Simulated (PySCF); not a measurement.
# Hf⁶⁷⁺: ionisation energy

Hf⁶⁷⁺ [He] 2s2 2p1 (2P) → Hf⁶⁸⁺ [He] 2s2 (1S), as a difference of total energies. Calculation: PySCF 2.14, in an uncontracted even-tempered set (18 s from 44 bohr⁻², ratio 2.2; 13 p from 57 bohr⁻², ratio 2.2; 5 d from 210 bohr⁻², ratio 2.4; 5 f from 320 bohr⁻², ratio 2.4; 4 g from 480 bohr⁻², ratio 2.4); the spin-free X2C one-electron Hamiltonian (Gaussian nucleus). Correlated levels: nothing frozen; virtual orbitals above 40 to 60 times the deepest correlated orbital energy dropped. The calculations carry no spin-orbit coupling.

```
                 method  ionisation energy (eV)
                    UHF                 16793.2
                    PBE                 16795.0
                   PBE0                 16794.8
                 r2SCAN                 16798.6
                   BP86                 16797.7
    MP2 (all electrons)                 16793.0
SCS-MP2 (all electrons)                 16792.8
```

Problem. Estimate what LDA gives.

Solution. 16782.7 eV, closest to SCS-MP2 (all electrons) among the rows shown.

Problem. Estimate what BLYP gives.

Solution. 16797.4 eV, closest to BP86 among the rows shown.

A first-order spin-orbit estimate (lowest level to lowest level, LS coupling) adds 803.0 eV.

For this ion Breit and QED terms and the two-electron picture change, all absent here, outweigh the differences among the correlated methods.

First order in ζ underestimates the shift of j = l − 1/2 levels at high Z.

For comparison: 17680 ± 40 eV (theoretical estimate listed by NIST; NIST Atomic Spectra Database, ionization energies).
